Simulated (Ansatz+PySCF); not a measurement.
A calculation with Ansatz (development build ahead of 0.2.0).

```yaml
crystal:
  periodic: [false, false, false]
  atoms:
    - { symbol: Co, position_ang: [0.0, 0.0, 0.0] }
    - { symbol: F, position_ang: [0.0, 0.0, 1.80544] }
basis:
  gaussian: { orbitals: def2-SVP }
magnetization:
  spin_polarized: true
  initial_magnetization: 2
hamiltonian:
  xc: pbe0
```

The input is written out in the form of the current development build from the run's settings.

The run gave:

```yaml
Converged: yes
Total_energy: -1481.99035 hartree
Spin_squared_of_the_determinant: 2.608
Stability_test: minimum
```

Caution: another spin multiplicity may lie lower; the unrestricted determinant is spin contaminated.
